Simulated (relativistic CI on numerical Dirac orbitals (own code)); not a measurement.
## Pt2+: computed level list

Calculated at this level of theory: Dirac-Coulomb-Breit CI, KLI orbitals optimised for each configuration, model QED (radiative potential, 1s self-energy scaled to tabulated hydrogen-like ionisation energies), valence Slater integrals scaled by 0.85, P86 correlation energy added to each configuration (own radial code, finite nucleus).

Configurations in the expansion (outside the closed core [Xe] 4f14): 5d8, 5d7.6s, 5d7.6p, 5d7.5f, 5d6.6s.6p, 5d7.7s, 5d7.6d, 5d7.7p, 5d7.8s, 5d7.7d, 5d7.8p, 5d7.6f, 5d7.5g, 5d7.8d, 5d7.7f, 5d6.5f.6s, 5d6.6s2, 5d5.6s2.6p, 5d5.5f.6s2, 5d5.6s2.7s, 5d5.6s2.6d, 5d5.6s2.7p, 5d6.6s.7s, 5d5.6s.6p.7s, 5d5.5f.6s.7s, 5d5.6s.7s2, 5d5.6s.6d.7s, 5d5.6s.7s.7p. Double excitations out of closed p, d and f shells are left out; levels of such configurations are missing from the list, as are those of other unlisted configurations, and high levels can miss mixing partners.

The lowest level is 5d8 3F_4, with 95 % of that term; Hund's rules for 5d8 give 3F with J = 4, in agreement.

| No. | Configuration | Term | J | E (cm⁻¹) | % | Landé g | Lifetime (s) |
| --- | --- | --- | --- | --- | --- | --- | --- |
| 1 | 5d8 | 3F | 4 | 0.0 | 95 | 1.241 |  |
| 2 | 5d8 | 1D | 2 | 5888.8 | 44 | 1.092 | 1.55e+03 |
| 3 | 5d8 | 3F | 3 | 8876.2 | 98 | 1.083 | 5.67e-02 |
| 4 | 5d8 | 3F | 2 | 13872.0 | 48 | 1.086 | 9.83e-02 |
| 5 | 5d8 | 3P | 0 | 15693.0 | 82 |  | 2.45e+01 |
| 6 | 5d8 | 3P | 1 | 17172.0 | 91 | 1.502 | 9.04e-02 |
| 7 | 5d8 | 1G | 4 | 21338.5 | 91 | 1.010 | 7.83e-02 |
| 8 | 5d8 | 1D | 2 | 23401.5 | 50 | 0.989 | 2.25e-02 |
| 9 | 5d7(4F).6s | 5F | 5 | 25356.5 | 89 | 1.377 | 2.72e+00 |
| 10 | 5d7(4F).6s | 5F | 4 | 31243.8 | 82 | 1.312 | 9.69e-02 |
| 11 | 5d7(4F).6s | 5F | 3 | 35361.7 | 84 | 1.264 | 1.79e-01 |
| 12 | 5d7(4F).6s | 5F | 2 | 37188.4 | 75 | 1.057 | 1.42e-01 |
| 13 | 5d7(4F).6s | 5F | 1 | 38238.2 | 70 | 0.212 | 1.63e-01 |
| 14 | 5d7(4P).6s | 5P | 2 | 40780.4 | 57 | 1.630 | 5.79e-02 |
| 15 | 5d7(4F).6s | 3F | 4 | 40888.6 | 59 | 1.199 | 1.12e-02 |
| 16 | 5d7(4P).6s | 5P | 3 | 41235.6 | 78 | 1.570 | 5.78e-02 |
| 17 | 5d7(4P).6s | 5P | 1 | 45191.2 | 62 | 1.998 | 4.74e-02 |
| 18 | 5d7(2G).6s | 3G | 5 | 45881.4 | 65 | 1.178 | 1.31e-02 |
| 19 | 5d8 | 1S | 0 | 46323.0 | 80 |  | 5.39e-03 |
| 20 | 5d7(4F).6s | 3F | 3 | 47304.7 | 57 | 1.152 | 8.86e-03 |
| 21 | 5d7(2G).6s | 3G | 4 | 49072.9 | 43 | 1.037 | 1.33e-02 |
| 22 | 5d7(4F).6s | 3F | 2 | 49508.1 | 35 | 1.160 | 8.65e-03 |
| 23 | 5d7(2P).6s | 1P | 1 | 51073.3 | 34 | 1.309 | 7.69e-03 |
| 24 | 5d7(4P).6s | 3P | 2 | 51355.3 | 45 | 1.191 | 5.43e-03 |
| 25 | 5d7(2H).6s | 3H | 6 | 51554.1 | 100 | 1.167 | 1.43e-02 |
| 26 | 5d7(2G).6s | 3G | 3 | 53174.8 | 74 | 0.861 |  |
| 27 | 5d7(2H).6s | 3H | 5 | 54974.5 | 64 | 1.043 |  |
| 28 | 5d7(2G).6s | 1G | 4 | 55717.5 | 31 | 1.006 |  |
| 29 | 5d7(2P).6s | 3P | 0 | 56292.7 | 85 |  |  |
| 30 | 5d7(2D).6s | 3D | 3 | 57422.4 | 56 | 1.245 |  |
| 31 | 5d7(4P).6s | 3P | 1 | 58687.2 | 58 | 1.204 |  |
| 32 | 5d7(4P).6s | 3P | 2 | 58974.2 | 48 | 1.287 |  |
| 33 | 5d7(4F).6s | 3F | 2 | 60626.9 | 28 | 1.122 |  |
| 34 | 5d7(2F).6s | 3F | 2 | 62577.8 | 78 | 0.769 |  |
| 35 | 5d7(2H).6s | 3H | 4 | 63243.5 | 44 | 0.953 |  |
| 36 | 5d7(2F).6s | 3F | 3 | 63369.9 | 74 | 1.094 |  |
| 37 | 5d7(2P).6s | 3P | 1 | 63516.6 | 55 | 1.298 |  |
| 38 | 5d7(2H).6s | 1H | 5 | 64765.2 | 71 | 1.035 |  |
| 39 | 5d7(4P).6s | 3P | 0 | 65403.6 | 91 |  |  |
| 40 | 5d7(2F).6s | 3F | 4 | 68420.3 | 73 | 1.192 |  |
| 41 | 5d7(2D).6s | 1D | 2 | 70409.8 | 37 | 1.133 |  |
| 42 | 5d7(2P).6s | 1P | 1 | 71029.1 | 43 | 0.925 |  |
| 43 | 5d7(2F).6s | 1F | 3 | 71670.3 | 73 | 1.007 |  |
| 44 | 5d6.6s2 | 5D | 4 | 78498.6 | 82 | 1.450 |  |
| 45 | 5d7(4F).6p | 5D° | 4 | 80383.7 | 46 | 1.374 | 1.91e-09 |
| 46 | 5d7(2D).6s | 3D | 1 | 81913.6 | 89 | 0.560 |  |
| 47 | 5d7(2D).6s | 3D | 2 | 82784.3 | 68 | 1.173 |  |
| 48 | 5d7(4F).6p | 5F° | 5 | 82812.6 | 37 | 1.272 | 1.72e-09 |
| 49 | 5d6.6s2 | 5D | 3 | 84203.0 | 57 | 1.410 |  |
| 50 | 5d6.6s2 | 5D | 2 | 85306.9 | 61 | 1.424 |  |
| 51 | 5d7(2D).6s | 3D | 3 | 85790.9 | 55 | 1.370 |  |
| 52 | 5d6.6s2 | 5D | 1 | 88232.1 | 83 | 1.466 |  |
| 53 | 5d6.6s2 | 5D | 0 | 88442.5 | 78 |  |  |
| 54 | 5d7(4F).6p | 5D° | 3 | 88795.4 | 46 | 1.339 | 1.69e-09 |
| 55 | 5d7(2D).6s | 1D | 2 | 89121.7 | 76 | 1.008 |  |
| 56 | 5d7(2P).6p | 3P° | 1 | 89857.4 | 24 | 1.050 | 1.91e-09 |
| 57 | 5d7(4P).6p | 5S° | 2 | 89873.2 | 20 | 1.348 | 1.93e-09 |
| 58 | 5d7(4F).6p | 5G° | 4 | 91242.5 | 41 | 1.201 | 1.55e-09 |
| 59 | 5d7(2P).6p | 3D° | 2 | 91502.3 | 33 | 1.118 | 1.85e-09 |
| 60 | 5d7(4F).6p | 5G° | 3 | 91583.3 | 28 | 1.123 | 1.62e-09 |
| 61 | 5d7(4F).6p | 5F° | 5 | 92778.4 | 48 | 1.277 | 1.07e-09 |
| 62 | 5d7(4F).6p | 5G° | 6 | 93302.5 | 82 | 1.304 | 8.48e-10 |
| 63 | 5d7(4P).6p | 5S° | 2 | 93935.1 | 39 | 1.613 | 1.95e-09 |
| 64 | 5d6.6s2 | 3H | 4 | 94213.8 | 29 | 1.043 |  |
| 65 | 5d7(4F).6p | 3F° | 4 | 95084.6 | 34 | 1.255 | 1.16e-09 |
| 66 | 5d7(4F).6p | 5G° | 2 | 95630.3 | 36 | 0.867 | 1.62e-09 |
| 67 | 5d7(4P).6p | 5D° | 1 | 96259.1 | 28 | 0.875 | 1.65e-09 |
| 68 | 5d7(4P).6p | 5D° | 0 | 96706.6 | 64 |  | 1.69e-09 |
| 69 | 5d6.6s2 | 3H | 6 | 97953.1 | 82 | 1.138 |  |
| 70 | 5d7(4P).6p | 5D° | 3 | 98106.9 | 23 | 1.214 | 1.31e-09 |

Energies count from the lowest computed level; ° marks odd parity; lifetimes are radiative, by E1, M1, E2 decay to levels of this space only; some are left blank where a channel outside the calculation adds to the decay or the decay crosses a small, uncertain gap. Percentages are summed over parent terms; the parents shown are those of the largest component, closed shells are left out there.

The mean weight of the leading LS term, summed over parents, in these 70 levels is 60 %, and that of the leading jj configuration (from the same eigenvectors) 66 %.

Correlation outside the listed configurations is missing or only estimated: errors of thousands of cm⁻¹ between configurations and terms are usual at this charge. Rates and lifetimes follow the computed energies and can be off by large factors. The fine structure of a lone outer electron comes out too small, for d and f at times inverted, and misplaced configurations move strength between like terms. 5 of the 7 excited levels that our extract of the measured tables holds in this range could be paired (the sources list more); they are missed by 1109 cm⁻¹ on average and 3520 at most, and levels without a partner can miss by more. Some levels of the ground configuration have no partner and can miss by 10 % or more.

LS names give the leading component of a level, which can be under half, so a name can repeat, a term be missing and a line seem to break the LS rules.
